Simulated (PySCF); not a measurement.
Worked example: oscillator strength and radiative lifetime

C4H6F2, SMILES CC(C)=C(F)F.

The structure is a stationary point at PBE0-D3(BJ)/def2-SVP.

PySCF with TDDFT-LC-ωPBE/def2-SVPD puts the first singlet state with f over 0.02 at 7.76 eV (vertical), with the transition dipole (0.000, 0.000, -1.609) in atomic units.

Find the oscillator strength, the wavelength and the radiative lifetime that this transition would have in vacuum if emission retraced absorption.


|μ|² = 2.5889 au, so |μ| = 4.09 D. ΔE = 7.76/27.211 = 0.2852 hartree. f = (2/3) ΔE |μ|² = 0.492 (the program prints 0.492).
λ = 1239.84/7.76 = 160 nm; ν = 62589 cm⁻¹.
Einstein's coefficient A = 0.6670 ν² f s⁻¹ (ν in cm⁻¹) = 1.3e9 s⁻¹, so τ = 1/A = 0.78 ns. This state is S2; the lower singlet has f = 0.001. The figure is the radiative limit of this one transition; relaxation, internal conversion, crossing to triplets and a medium change what is measured.
